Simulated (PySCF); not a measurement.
Correlation energy of Ge (germanium, neutral)

[Ar] 3d10 4s2 4p2, high-spin 3P determinant. Calculation: PySCF 2.14, in def2-SVP (5s4p3d, 32 functions); the non-relativistic Hamiltonian (point nucleus). Frozen: [Ar] 3d10; 4 electrons correlated.

MP2 pair energies summed by pair of shells (mhartree):

| pair | energy | share (%) |
| --- | --- | --- |
| 4s-4p | -23.92 | 58.4 |
| 4s-4s | -13.18 | 32.2 |
| 4p-4p | -3.89 | 9.5 |

Total MP2 correlation energy: -40.99 mhartree.

Same-spin part -6.79 and opposite-spin part -34.20 mhartree; SCS-MP2 scales them by 1/3 and 6/5 to -43.30 mhartree.

```json
{"level": "CCSD", "correlation energy (mhartree)": "-56.92"}
{"level": "(T)", "correlation energy (mhartree)": "-0.84"}
{"level": "CCSD(T)", "correlation energy (mhartree)": "-57.76"}
```

Diagnostics: T1 = 0.0081, D1 = 0.0220, largest double amplitude 0.100.

Cost of the coupled-cluster step: 0.14 s of wall time on 1 thread of Neoverse-V1 (shared host), for 4 correlated electrons.
